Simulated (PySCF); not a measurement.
LaH3(H2O) relaxed at several levels

Computed with PySCF 2.14.0, PBE0, def2-SVP on the ligands, density fitting, scalar-relativistic core potentials, no spin-orbit coupling, vacuum. Each row is relaxed at its own level from the same template. Distances are means of the shortest metal–ligand contacts, charges and spins Mulliken's; removal energies are rigid, with the ligand's formal charge and no counterpoise, so too large; for an anion taken off a cation in vacuum most of it is the attraction of opposite charges, and multiply charged cations can part far more cheaply with an electron moved from ligand to metal. lcecp potentials hold a fixed number of 4f electrons in the core, out of states, spins and gaps.

| level | basis on the metal | point group | M–H (Å) | M–H2O (Å) | charge on M (e) | dipole (D) | HOMO–LUMO gap (eV) | removal of one H (eV) | strongest infrared band, degenerate modes summed (cm⁻¹) | unstable modes (below −25 cm⁻¹) |
| --- | --- | --- | --- | --- | --- | --- | --- | --- | --- | --- |
| PBE0 | def2-SVP with ECP46 | Cs | 2.147 | 2.583 | 0.77 | 7.79 | 4.82 | 8.59 | 1316 | 0 |

What does the calculation give for PBE0, lcecp-1-SVP with ECP46?

point group: C1, M–H (Å): 2.157, M–H2O (Å): 2.466, charge on M (e): 0.80, dipole (D): 3.79, removal of one H (eV): 9.56, strongest infrared band, degenerate modes summed (cm⁻¹): 1342, unstable modes (below −25 cm⁻¹): 0.
```xyz
7

La    0.0482   -0.3060   -0.0222
H     0.3686    1.8609    0.2940
H    -0.9184   -1.3864    1.5342
H     1.5310   -1.3671   -1.1269
O    -1.3447    1.3303   -1.2797
H    -0.7391    1.9266   -0.7118
H    -1.4295    1.7468   -2.1448
```

Moved off a saddle point of the template and relaxed again: PBE0. One start shape was tried for each, so a minimum needn't be the lowest isomer.
